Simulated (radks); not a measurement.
Values are calculated unless marked as measured or tabulated.
Spherical quantum dot in the effective-mass picture: electrons in a well V = -V0 / (1 + exp((r - R)/a)) with V0 = 10.5, R = 3.52, a = 0.17, all in effective atomic units (hartree* = m*/eps^2 hartree, bohr* = eps/m* bohr), one dielectric constant everywhere. Level of theory: non-relativistic Kohn-Sham, LDA (Slater exchange, Perdew-Wang correlation), spin-polarised, spherical densities (a radial shooting solver with Libxc functionals). Levels are named by radial order and angular momentum (1s, 1p, 1d, 2s, ...), and open shells are averaged over m.

N = 5, configuration 1s2 1p(up 3, down 0). This is the lowest configuration that the search found. Occupied and some empty levels:

level    occupation  eigenvalue (hartree*)  <r> (bohr*)
1s up             1                -8.3235        2.000
1s down           1                -8.2231        1.991
1p up             3                -8.0052        2.226
1p down           0                -7.9012        2.230
1d up             0                -7.5469        2.384
1d down           0                -7.4442        2.391
2s up             0                -7.0988        1.738
2s down           0                -7.0290        1.738
1f up             0                -6.9715        2.506
1f down           0                -6.8722        2.514

Energy (hartree*): total -45.3357, kinetic 2.8256, external -51.832, Hartree 5.2684, exchange-correlation -1.5977.
